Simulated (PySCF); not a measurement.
Structure problem from calculated spectra and properties.

Elements present: B, C and H. Monoisotopic mass: 110.1267 u.

* XPS: B1s 194.9, C1s 289.8, C1s 290.0, C1s 290.1 (×3), C1s 290.7 (×2) eV [ΔSCF SCAN, pcX-2 on the ionised atom, pcseg-1 elsewhere, spin-free X2C]
* Polarisability: 98.1 au [wB97X-D/def2-SVPD]
* UV, first state: lowest singlet excitation: 5.72 eV (217 nm, f = 0.001) [TDDFT wB97X-D/def2-SVPD]
* Rotational structure: rotational constants A, B, C: 3.583, 1.051, 1.034 GHz [PBE0-D3(BJ)/def2-SVP]
* 13C NMR: chemical shifts (computed TMS as zero) by class: 27.0 (3 C), 26.9 (1 C), 10.7 (1 C), 10.6 (2 C) ppm [GIAO PBE0/pcSseg-1]
* 1H NMR: chemical shifts (computed TMS as zero) by class: 5.77 (1 H), 1.04 (2 H), 0.98 (9 H), 0.85 (2 H), 0.62 (1 H) ppm [GIAO PBE0/pcSseg-1]
* Dipole: 0.72 D [wB97X-D/def2-SVPD]

Gas-phase values; electronic properties from PySCF, density fitting. Levels stand in brackets. Geometry: PBE0-D3(BJ)/def2-SVP, one conformer, isolated molecule. NMR values are class means; diastereotopic atoms form classes of their own.

Q: Which formula fits the mass and the elements?

A: C7H15B (calculated 110.1267). No other formula that holds each of these elements comes within 0.0003 u with a fitting electron parity and a possible valence count.

Q: What is the compound? Reason from the data.

A: Numbering: `[CH3:1][C:2]([CH3:3])([CH3:4])[BH:5][CH:6]1[CH2:7][CH2:8]1`. 7 carbons fall into 4 classes; from least to most shielded: methyl carbon [C1/C3/C4] (27.0 ppm, 3 C, up to 2.1 ppm apart in this geometry), chain sp3 carbon bound to boron [C2] (26.9 ppm), ring sp3 carbon bound to boron [C6] (10.7 ppm), three-membered-ring carbon [C7/C8] (10.6 ppm, 2 C). Hydrogen classes from least to most shielded: 1 H on a three-coordinate boron, B5 (5.77 ppm), 2 H on 2 three-membered-ring carbons, C7/C8 (1.04 ppm), 9 H on 3 methyl carbons, C1/C3/C4 (0.98 ppm, a mean of values up to 0.6 ppm apart in this geometry), 2 H on 2 three-membered-ring carbons, C7/C8 (0.85 ppm), 1 H on an sp3 carbon bound to boron, C6 (0.62 ppm). The core levels belong to: B1s 194.9 eV, three-coordinate boron [B5]; C1s 289.8 eV, sp3 carbon bound to boron [C2]; C1s 290.0 eV, sp3 carbon bound to boron [C6]; C1s 290.1 eV, methyl carbon [C1/C3/C4]; C1s 290.7 eV, three-membered-ring carbon [C7/C8]. One atom of each topological class was ionised and stands for its class. By its constants the optimised geometry is a nearly prolate symmetric top. Structure: `CC(C)(C)BC1CC1`. Computed isomers that give other values at the same levels: `CC[C@H]1BCCCC1` (core binding energies: B1s 195.3, C1s 289.7, C1s 289.8, C1s 290.2, C1s 290.3, C1s 290.3, C1s 290.3, C1s 290.3 eV); `CB1CCCC[C@H]1C` (13C chemical shifts (computed TMS as zero) by class: 33.7 (1 C), 29.3 (1 C), 27.6 (1 C), 27.4 (1 C), 24.2 (1 C), 15.7 (1 C), 15.0 (1 C) ppm); `CCC[C@@H]1BCCC1` (core binding energies: B1s 195.3, C1s 289.7, C1s 289.9, C1s 290.2, C1s 290.2, C1s 290.3, C1s 290.3, C1s 290.4 eV). The assignments are read from this structure; whether some other isomer fits the data as well wasn't checked.

Conformer computed: `[CH3:1][C:2]([CH3:3])([CH3:4])[BH:5][CH:6]1[CH2:7][CH2:8]1`: C1–C2–B5–C6 6°, C2–B5–C6–C7 141°.
